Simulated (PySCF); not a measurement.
# Basis and Hamiltonian dependence of the excitation energy of Si

Si [Ne] 3s2 3p2 (3P) → Si [Ne] 3s2 3p1 4s1 (3P). Calculated with PySCF 2.14 from differences of total energies of unrestricted determinants, without spin-orbit coupling. Values in eV.

```json
{"basis": "aug-cc-pV(D+d)Z", "Hamiltonian": "non-relativistic", "functions": "32", "UHF": "4.922", "PBE": "5.018", "PBE0": "5.098", "MP2 (valence)": "5.021", "CCSD(T) (valence)": "n/a", "CCSD(T) (valence and next inner shell)": "n/a"}
{"basis": "ANO-RCC-VTZP", "Hamiltonian": "spin-free X2C", "functions": "34", "UHF": "6.493", "PBE": "6.306", "PBE0": "6.434", "MP2 (valence)": "6.503", "CCSD(T) (valence)": "6.480", "CCSD(T) (valence and next inner shell)": "n/a"}
{"basis": "aug-cc-pVTZ-DK", "Hamiltonian": "spin-free X2C", "functions": "50", "UHF": "4.858", "PBE": "4.953", "PBE0": "5.038", "MP2 (valence)": "5.045", "CCSD(T) (valence)": "n/a", "CCSD(T) (valence and next inner shell)": "n/a"}
{"basis": "dyall-av2z", "Hamiltonian": "non-relativistic", "functions": "50", "UHF": "4.874", "PBE": "4.970", "PBE0": "5.051", "MP2 (valence)": "4.980", "CCSD(T) (valence)": "4.978", "CCSD(T) (valence and next inner shell)": "n/a"}
{"basis": "aug-cc-pV(T+d)Z", "Hamiltonian": "non-relativistic", "functions": "55", "UHF": "4.875", "PBE": "4.970", "PBE0": "5.055", "MP2 (valence)": "5.062", "CCSD(T) (valence)": "5.077", "CCSD(T) (valence and next inner shell)": "n/a"}
{"basis": "aug-cc-pV(T+d)Z with one added diffuse shell each of s, p, d, f type", "Hamiltonian": "non-relativistic", "functions": "71", "UHF": "4.650", "PBE": "4.851", "PBE0": "4.925", "MP2 (valence)": "4.893", "CCSD(T) (valence)": "4.913", "CCSD(T) (valence and next inner shell)": "n/a"}
{"basis": "aug-cc-pwCVTZ", "Hamiltonian": "non-relativistic", "functions": "75", "UHF": "4.866", "PBE": "4.968", "PBE0": "5.051", "MP2 (valence)": "5.058", "CCSD(T) (valence)": "5.073", "CCSD(T) (valence and next inner shell)": "5.059"}
{"basis": "aug-cc-pVQZ-DK", "Hamiltonian": "spin-free X2C", "functions": "84", "UHF": "4.742", "PBE": "4.884", "PBE0": "4.964", "MP2 (valence)": "4.974", "CCSD(T) (valence)": "4.982", "CCSD(T) (valence and next inner shell)": "n/a"}
{"basis": "dyall-av3z", "Hamiltonian": "non-relativistic", "functions": "84", "UHF": "4.728", "PBE": "4.888", "PBE0": "4.965", "MP2 (valence)": "4.942", "CCSD(T) (valence)": "4.956", "CCSD(T) (valence and next inner shell)": "n/a"}
{"basis": "dyall-av3z", "Hamiltonian": "spin-free X2C", "functions": "84", "UHF": "4.712", "PBE": "4.872", "PBE0": "4.949", "MP2 (valence)": "4.926", "CCSD(T) (valence)": "4.941", "CCSD(T) (valence and next inner shell)": "n/a"}
{"basis": "x2c-QZVPPall with one added diffuse shell each of s, p, d, f type", "Hamiltonian": "spin-free X2C", "functions": "86", "UHF": "4.756", "PBE": "4.894", "PBE0": "4.973", "MP2 (valence)": "4.985", "CCSD(T) (valence)": "4.995", "CCSD(T) (valence and next inner shell)": "4.974"}
{"basis": "dyall-acv3z", "Hamiltonian": "spin-free X2C", "functions": "113", "UHF": "4.711", "PBE": "4.871", "PBE0": "4.948", "MP2 (valence)": "4.928", "CCSD(T) (valence)": "4.945", "CCSD(T) (valence and next inner shell)": "4.934"}
{"basis": "aug-cc-pV(Q+d)Z with one added diffuse shell each of s, p, d, f, g type", "Hamiltonian": "non-relativistic", "functions": "114", "UHF": "4.651", "PBE": "4.853", "PBE0": "4.929", "MP2 (valence)": "4.917", "CCSD(T) (valence)": "n/a", "CCSD(T) (valence and next inner shell)": "n/a"}
{"basis": "aug-cc-pCVQZ-DK", "Hamiltonian": "spin-free X2C", "functions": "134", "UHF": "4.741", "PBE": "4.885", "PBE0": "4.965", "MP2 (valence)": "4.976", "CCSD(T) (valence)": "n/a", "CCSD(T) (valence and next inner shell)": "n/a"}
```

Frozen in the all-electron rows: valence: [Ne]; valence and next inner shell: 1s2.

At UHF, ANO-RCC-VTZP lies more than 0.3 eV from the median of the rows with comparable relativity. Of these, ANO-RCC-VTZP has no diffuse functions of the l that the added or promoted electron needs.
